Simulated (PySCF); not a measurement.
## NdS from Hartree–Fock to correlated methods

State: quintet, about 3.7 electrons in the 4f shell (Mulliken), real f orbitals that mix terms. Set-up: PySCF, spin-free X2C with a Gaussian nucleus, basis sets Nd x2c-TZVPall, S x2c-TZVPall. De refers to Nd (4f4 6s2) + S in their high-spin ground configurations, without counterpoise correction. The functionals are run spin-unrestricted. A positive dipole means Nd(−)S(+). Levels whose curve was spin-contaminated or gave no clean fit are not listed.

```
       Level  Re (Å)  ωe (cm⁻¹)  De (eV)  μ (D)  CPU s a point (SCF and correlation, without the integrals)
        ROHF   2.348        478      n/a  -6.94                                                          17
    ROHF-MP2   2.301        487      n/a    n/a                                                          31
ROHF-SCS-MP2   2.313        481      n/a    n/a                                                         n/a
         PBE   2.364        408     5.21  -6.59                                                          31
        PW91   2.366        406     5.23  -6.65                                                          27
      r²SCAN   2.379        404     5.37  -7.21                                                          21
       B3LYP   2.373        378     4.43  -7.26                                                          21
```

The bond length runs from 2.301 Å (ROHF-MP2) to 2.379 Å (r²SCAN). De spans 4.43 eV (B3LYP, global hybrid GGA) to 5.37 eV (r²SCAN, meta-GGA).

Correlated steps freeze 23 core orbitals. These are scalar-relativistic numbers at best; spin–orbit coupling would shift them, the dissociation energy most. The state is the lowest single determinant that the PBE0 search found; with open d or f shells the true ground state can be another one.

The whole job (state search and all levels along the bond) took about 16 min on 4 threads of Arm Neoverse V2 (shared host), peak memory 8.7 GiB.
